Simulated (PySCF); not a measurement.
**Calculated NMR parameters of vinylfuran**

```yaml
Formula: C6H6O
SMILES: C=Cc1ccco1
Point_group_of_the_computed_structure: Cs
Degrees_of_unsaturation: 4
Carbon_signals: 6
Proton_signals: 6
```

Numbering as in the mapped SMILES `[CH2:1]=[CH:2][c:3]1[cH:4][cH:5][cH:6][o:7]1`. Each H is labelled by its parent atom. Ha(C1) is cis to C3; Hb(C1) is trans to C3.

[PySCF: shieldings: GIAO PBE0/pcSseg-1; coordinates at the GFN2-xTB level; no relativistic terms; no solvent; one conformer]

Shifts are taken against calculated references (same method and geometry level): TMS for 1H and 13C; H2O for 17O.

| carbon | δC, type | δH (multiplicity) | HMBC from (2–3 bonds) | span of the C tensor (ppm) |
| --- | --- | --- | --- | --- |
| C1 | 117.8, CH2 | Ha(C1) 6.12 (m); Hb(C1) 5.40 (m) | H(C2) | 210 |
| C2 | 132.8, CH | 6.71 (m) | H(C4), Ha(C1), Hb(C1) | 217 |
| C3 | 159.8, C | – | H(C6), H(C2), H(C5), H(C4), Ha(C1), Hb(C1) | 142 |
| C4 | 117.5, CH | 6.50 (m) | H(C6), H(C2), H(C5) | 166 |
| C5 | 118.4, CH | 6.64 (m) | H(C6), H(C4) | 181 |
| C6 | 147.0, CH | 7.48 (m) | H(C5), H(C4) | 147 |

Other nuclei:
```tsv
atoms	nucleus	environment	δ (ppm)	σ (ppm)
O7	17O	aromatic ring oxygen	289.8	46.2
```

1. Carbon types of the structure: 1 × C, 4 × CH, 1 × CH2, which accounts for all hydrogens.
2. δC 159.8: substituted aromatic carbon next to the ring oxygen.
3. δC 147.0: aromatic CH next to the ring oxygen.
4. δC 132.8: alkene CH; an sp2 carbon of a C=C bond.
5. δC 118.4, 117.5: aromatic CH.
6. δC 117.8: terminal =CH2 carbon; as expected for a trigonal carbon in a double bond.

Shifts are as computed. Against solution values, carbons near 30 ppm lie about +3 ppm off and those near 130 ppm about +5 ppm. Of 1211 compounds with measured shifts, 218 miss one by over three times the rms of a fit or turn the order of signals round; such compounds aren't used in these exercises. Unscaled 17O shifts of doubly bonded oxygen tend to come out too high, by tens of ppm or more. Experimental scales use liquid or dissolved standards, which lie at an offset from isolated H2O (liquid H2O: subtract about 36 ppm). Multiplicities follow the n + 1 count of equivalent neighbours, as no J values were calculated; m marks all less simple cases, F and P coupling included.
